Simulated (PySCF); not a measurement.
Labels have come off several samples. The candidates:

A. `F[C@@H]1[C@H]2C=C[C@H](Cl)[C@@H]12`
B. SMILES Cl[C@]12C[C@@H]3[C@H](C1)[C@@H]32
C. `FC1=CCC=C[C@H]1Cl`
D. `N#C[C@H](F)OC1C=C1`

Spectrum 1. ¹H NMR (500 MHz, computed): δ 3.31 (m, 1H), 2.54 (m, 2H), 2.19 (m, 2H), 1.68 (m, 2H). ¹³C{¹H} NMR (computed): δ 67.1 (C), 47.4 (CH2), 43.2 (CH), 15.9 (CH).

Spectrum 2. ¹H NMR (500 MHz, computed): δ 7.86 (m, 1H), 7.68 (m, 1H), 6.15 (m, 1H), 4.10 (m, 1H). ¹³C{¹H} NMR (computed): δ 133.0 (CH), 125.3 (CH), 117.6 (C), 101.2 (CH), 53.2 (CH).

Spectrum 3. ¹H NMR (500 MHz, computed): δ 6.24 (m, 1H), 5.69 (m, 1H), 4.76 (m, 1H), 3.48 (m, 1H), 2.59 (m, 1H), 2.44 (m, 1H). ¹³C{¹H} NMR (computed): δ 141.3 (CH), 140.0 (CH), 83.9 (CH), 68.8 (CH), 35.0 (CH), 34.8 (CH).

Spectrum 4. ¹H NMR (500 MHz, computed): δ 6.34 (m, 1H), 6.34 (m, 1H), 5.87 (m, 1H), 5.10 (m, 1H), 3.26 (m, 1H), 2.94 (m, 1H). ¹³C{¹H} NMR (computed): δ 168.5 (C), 139.6 (CH), 134.0 (CH), 115.1 (CH), 57.4 (CH), 31.8 (CH2).

All values are calculated (PySCF): σ from GIAO-PBE0/pcSseg-1, structure optimised with GFN2-xTB. No relativistic terms, one conformer, fast rotation and ring inversion assumed for equivalent nuclei, no solvent.

Shifts are taken against calculated references (same method and geometry level): ¹H (31.72 ppm) and ¹³C (186.93 ppm) vs TMS. Splittings of carbon signals by F and P are missing where no couplings were computed. Where no couplings were computed, multiplicities follow the n + 1 count of equivalent neighbours, and m marks all less simple cases (inequivalent or close neighbours, rings, F or P nearby). Shifts are as computed. Against solution values, carbons near 30 ppm lie about +3 ppm off and those near 130 ppm about +5 ppm; carbons on Cl a further +6 ppm (rms about the fit 2.1 ppm; single classes can miss by 10 ppm). Of 1328 compounds with measured shifts, 309 miss one by over three times the rms of a fit or turn the order of signals round; such compounds aren't used in these exercises. Signals without a measured value on file couldn't be tested in this way; 1H shifts scatter by 0.2 ppm about their fit, and single ones miss by 0.5 ppm. Carbons bonded to Cl come out too deshielded.

Task: Which spectrum belongs to which compound?

Result: 1–B, 2–D, 3–A, 4–C.

- Spectrum 1 (B): 4 ¹³C signals; δC 67.1 is a fully substituted sp3 carbon bonded to Cl; δC 47.4 is an sp3 CH2 in a ring.
- Spectrum 2 (D): 5 ¹³C signals; δC 133.0 is an alkene CH; δC 125.3 is an alkene CH.
- Spectrum 3 (A): 6 ¹³C signals; δC 141.3 is an alkene CH; δC 140.0 is an alkene CH.
- Spectrum 4 (C): 6 ¹³C signals; δC 139.6 is an alkene CH; δC 134.0 is an alkene CH.
